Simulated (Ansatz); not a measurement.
HCl3OTi, triplet, geometry from GFN2-xTB (such geometries of metal compounds can be far from the true shape) (the multiplicity is a formal guess). Base run: B3LYP/STO-3G run with Ansatz (a quantum-chemistry and plane-wave program).

Input for Ansatz:
Ansatz 0.2 input:
```yaml
crystal:
  periodic: [false, false, false]
  atoms:
    - {symbol: Ti, position_ang: [-0.54974885, 0.09796153, -0.12187001]}
    - {symbol: Cl, position_ang: [1.41842475, 1.26250066, -0.23209330]}
    - {symbol: Cl, position_ang: [0.69149532, -0.35310938, 1.74838553]}
    - {symbol: Cl, position_ang: [-0.31145690, -1.58084807, -1.40392371]}
    - {symbol: O, position_ang: [-1.95692250, 0.98389176, 0.08434367]}
    - {symbol: H, position_ang: [-2.82401938, 1.38847767, 0.09612609]}
basis:
  gaussian:
    orbitals: STO-3G
hamiltonian:
  xc: b3lyp
magnetization: {spin_polarized: true, initial_magnetization: 2}
```

Variants of this job, named by their change:

```tsv
change	E (Eh)	<S^2>	core-seconds (rough)
base	-2281.23593	2.002	4
functional = blyp	-2281.04155	2.002	10
functional = hf	-2278.18409	2.007	3
functional = wB97M-V	-2281.46511	2.002	20
functional = blyp; dispersion = d3bj	-2281.05976	2.002	10
functional = blyp; dispersion = d4	-2281.05903	2.002	10
functional = cam_b3lyp	-2281.20152	2.002	7
functional = b3lyp; dispersion = d3bj	-2281.25131	2.002	4
functional = revpbe	-2280.87302	2.003	10
functional = b3lyp5	-2280.91943	2.002	5
functional = hse06	-2280.58402	2.003	6
functional = pbe; dispersion = d3bj	-2280.33465	2.003	10
functional = r2scan	-2281.21416	2.004	30
```

Total energies compare only within one method and basis.
